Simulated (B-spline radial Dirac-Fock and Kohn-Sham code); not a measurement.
# Photoemission from Mo at 8010 eV, detector at θ = 60°, φ = 180°

System: the Mo atom, configuration 1s2 2s2 2p6 3s2 3p6 3d10 4s2 4p6 4d5 5s1. Method: Dirac-Hartree-Slater photoionisation with a Latter tail; cross sections with all multipoles, angular parameters from the dipole term and its interference with E2. Computed with an atomic code on a B-spline grid. Thresholds are tabulated edges, those marked * orbital energies of the model. For linearly polarised light dσ/dΩ = σ/(4π) [1 + β P₂(cos θ) + (δ + γ cos²θ) sin θ cos φ], with θ from the polarisation vector and φ the angle between the beam and the projection of the electron momentum on the plane normal to the polarisation. The dipole factor is 1 + βP₂ and the non-dipole term is the rest of the bracket. Open shells are filled statistically over j.

The run's input, task.json:

```json
{"items": [{
  "Z": 42,
  "q": 0,
  "cfg": [[1, 0, 2], [2, 0, 2], [2, 1, 6], [3, 0, 2], [3, 1, 6], [3, 2, 10], [4, 0, 2], [4, 1, 6], [4, 2, 5], [5, 0, 1]],
  "A": 98,
  "rrms": 4.4091,
  "do": "xps",
  "hv": [54.3, 55.6, 67.0, 96.8, 145.0, 173.0, 195.0, 363.0, 469.0, 487.0, 558.0, 600, 641.0, 730.0, 870.0, 887.0, 1000, 1100.0, 1300.0, 2000, 2200.0, 2660.0, 2984.4, 3440.0, 4000, 5414.7, 8010.0, 8040.0, 8047.8, 9251.7],
  "edges": {"K": 20000.0, "L1": 2866.0, "L2": 2625.0, "L3": 2520.0, "M1": 506.3, "M2": 411.6, "M3": 394.0, "M4": 231.1, "M5": 227.9, "N1": 63.2}
}]}
```

Launch: `python xray2_run.py task.json out`

| subshell | threshold (eV) | σ (kb) | β | γ | δ | dipole factor | non-dipole term | dσ/dΩ (kb/sr) |
| --- | --- | --- | --- | --- | --- | --- | --- | --- |
| 2s | 2866.0 | 6.96 | 2.00 | 0.26 | 0.000 | 0.750 | -0.056 | 0.384 |
| 2p1/2 | 2625.0 | 4.84 | 1.31 | 1.19 | 0.084 | 0.836 | -0.330 | 0.195 |
| 2p3/2 | 2520.0 | 8.53 | 1.35 | 1.24 | 0.083 | 0.832 | -0.341 | 0.333 |
| 3s | 506.3 | 1.26 | 2.00 | 0.53 | 0.000 | 0.750 | -0.114 | 0.0639 |
| 3p1/2 | 411.6 | 0.719 | 1.24 | 1.27 | 0.080 | 0.845 | -0.345 | 0.0286 |
| 3p3/2 | 394.0 | 1.27 | 1.27 | 1.32 | 0.079 | 0.841 | -0.353 | 0.0495 |
| 3d3/2 | 231.1 | 0.142 | 0.66 | 1.33 | 0.316 | 0.917 | -0.561 | 0.00404 |
| 3d5/2 | 227.9 | 0.199 | 0.64 | 1.31 | 0.325 | 0.920 | -0.565 | 0.00562 |
| 4s | 63.20 | 0.217 | 2.00 | 0.57 | 0.000 | 0.750 | -0.124 | 0.0108 |
| 4p1/2 | 44.32* | 0.104 | 1.23 | 1.28 | 0.080 | 0.847 | -0.347 | 0.00413 |
| 4p3/2 | 41.68* | 0.183 | 1.25 | 1.32 | 0.079 | 0.843 | -0.355 | 0.00710 |
| 4d3/2 | 6.35* | 0.00539 | 0.65 | 1.32 | 0.315 | 0.919 | -0.558 | 0.000155 |
| 4d5/2 | 6.11* | 0.00744 | 0.63 | 1.30 | 0.324 | 0.921 | -0.563 | 0.000212 |
| 5s | 5.75* | 0.00768 | 2.00 | 0.58 | 0.000 | 0.750 | -0.125 | 0.000382 |
